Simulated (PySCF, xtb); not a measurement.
germanium monotelluride anion (GeTe), SMILES [Ge]=[Te] (connectivity only; charge and spin as stated), charge -1, multiplicity 2.

Harmonic wavenumbers (cm⁻¹) from GFN2-xTB (xtb) at its own minimum, in rising order: 299.

### Question
What does PBE0-D3(BJ)/def2-TZVPD run with PySCF give at its own minimum? (The exact figures need the calculation; the answer reports its results.)

### Answer
271. Paired by order, the mean absolute difference is 29 cm⁻¹ and the zero-point energies are 0.4 and 0.4 kcal/mol.
